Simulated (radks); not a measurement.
Results of a calculation; reference values are marked as such.
Ionisation of the scandium ion Sc+, [Ar] 3d1 4s1, to Sc2+, [Ar] 3d1, under several functionals. Scalar-relativistic Kohn-Sham, spin-polarised, spherical densities, finite nucleus; open shells are filled with parallel spins first; a radial shooting solver on a logarithmic mesh with Libxc functionals.

| functional | E(Sc+) (hartree) | Exc (hartree) | IE (eV) | -e(HOMO) (eV) | <r> HOMO (bohr) | IE error (eV) |
|---|---|---|---|---|---|---|
| LDA (Slater exchange, Perdew-Wang correlation) | -762.07995 | -36.95563 | 13.323 | 10.403 | 3.292 | +0.523 |
| revPBE | -763.95025 | -38.87435 | 13.043 | 10.188 | 3.326 | +0.243 |
| SCAN | -764.12078 | -39.04253 | 13.066 | 10.203 | 1.726 | +0.266 |
| TASK exchange with Perdew-Wang LDA correlation | -763.71077 | -38.60828 | 12.303 | 9.984 | 1.700 | -0.497 |
| r2SCAN | -764.01607 | -38.93182 | 12.970 | 10.226 | 1.720 | +0.171 |
| PBEsol | -762.91489 | -37.81161 | 13.093 | 10.269 | 3.303 | +0.293 |
| MS2 meta-GGA | -764.01243 | -38.93437 | 12.976 | 10.055 | 1.739 | +0.176 |
| AM05 | -762.23923 | -37.12049 | 13.074 | 10.257 | 3.306 | +0.275 |

NIST Atomic Spectra Database: 12.800 eV (measured). Closest: r2SCAN. The Delta-SCF values span 1.02 eV, the total energies 2.04 hartree. The highest occupied level is 4s. Open shells are spherical and high-spin; term and fine-structure splittings are not resolved.
